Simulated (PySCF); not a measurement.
Species: C4H13PSi2.
SMILES with atom numbers: `[CH3:1][CH2:2][Si@@H:3]1[CH2:4][CH2:5][SiH2:6][PH:7]1` (hydrogens: H8, H9, H10 on C1; H11, H12 on C2; H13 on Si3; H14, H15 on C4; H16, H17 on C5; H18, H19 on Si6; H20 on P7)

Cartesian coordinates in Å at the PBE0-D3(BJ)/def2-SVP level; atoms count from 1:
```xyz
20
C4H13PSi2 angstrom
C      3.179    0.566    0.227
C      2.146   -0.465    0.675
Si     0.521   -0.381   -0.274
C     -0.314    1.321   -0.104
C     -1.824    1.220   -0.351
Si    -2.508   -0.180    0.728
P     -1.003   -1.873    0.553
H      3.420    0.460   -0.843
H      2.818    1.596    0.379
H      4.123    0.467    0.786
H      2.545   -1.489    0.572
H      1.912   -0.344    1.747
H      0.763   -0.698   -1.720
H     -0.120    1.671    0.927
H      0.167    2.056   -0.772
H     -2.344    2.172   -0.152
H     -2.029    0.963   -1.405
H     -3.879   -0.629    0.334
H     -2.542    0.260    2.159
H     -1.472   -2.251   -0.744
```

Theory: TDDFT CAM-B3LYP/def2-SVPD, vertical, gas phase, core orbitals frozen in the response in PySCF.

```
state  E (eV)  λ (nm)  ν̃ (cm⁻¹)       f   main configurations (H = HOMO, L = LUMO)
   S1    5.78   214.4      46640  0.0046                                  H→L (82%)
   S2    6.45   192.1      52060   0.016       H→L+1 (60%), H-1→L (16%), H→L+2 (9%)
   S3    6.65   186.4      53660   0.038      H→L+2 (43%), H→L+3 (24%), H-1→L (20%)
   S4    6.92   179.2      55820   0.108      H-1→L (38%), H→L+1 (21%), H→L+3 (14%)
   S5    7.18   172.7      57910   0.018                 H→L+4 (43%), H-1→L+1 (23%)
   S6    7.29   170.1      58790   0.020                                H-2→L (80%)
   S7    7.53   164.6      60740   0.142    H-1→L+1 (40%), H→L+7 (15%), H→L+5 (14%)
   S8    7.57   163.9      61020   0.131    H→L+3 (14%), H-1→L+2 (12%), H→L+2 (11%)
   S9    7.65   162.0      61710   0.031    H-1→L+2 (23%), H→L+3 (20%), H→L+5 (10%)
  S10    7.70   161.0      62120   0.019  H-2→L+1 (26%), H-3→L (26%), H-1→L+2 (12%)
```

Triplets, Tamm–Dancoff:

```json
{"state": "T1", "E (eV)": "5.27", "λ (nm)": "235.1", "main configurations (H = HOMO, L = LUMO)": "H→L (68%), H→L+4 (9%)"}
{"state": "T2", "E (eV)": "5.74", "λ (nm)": "216.2", "main configurations (H = HOMO, L = LUMO)": "H→L+1 (54%), H→L+4 (10%)"}
{"state": "T3", "E (eV)": "6.20", "λ (nm)": "199.8", "main configurations (H = HOMO, L = LUMO)": "H-1→L (61%), H→L+1 (8%)"}
{"state": "T4", "E (eV)": "6.29", "λ (nm)": "197.2", "main configurations (H = HOMO, L = LUMO)": "H→L+2 (49%), H→L+3 (23%)"}
```

The lowest singlet lies at 5.78 eV (214 nm, ultraviolet) and is very weak; its leading configuration is HOMO→LUMO (82%). The strongest level in the table is S7 at 7.53 eV (165 nm, f = 0.142). Löwdin shares by element: HOMO phosphorus 62%, silicon 18%, hydrogen 6% or more; LUMO silicon 34%, phosphorus 17%, hydrogen 8% or more (atoms not listed hold the other 41%). Of the 10 states listed, 9 reach f = 0.01 and none stays under 0.0005. Weighted by f, the mean energy of these states is 7.30 eV. The listed states span 1.92 eV, and the widest gap between neighbours is 0.67 eV (S1 to S2). The vertical ionisation energy (ΔSCF) is 8.94 eV, 1.24 eV above S10. Only the lowest 10 singlets were computed, as vertical energies without vibronic structure.

Hardware: one thread, Intel Xeon at 2.50 GHz (x86_64), shared host. Cost: 19 min of wall time (with the writing of density and orbital grids), 1.4 GiB resident at most.

One conformer stands for the species.
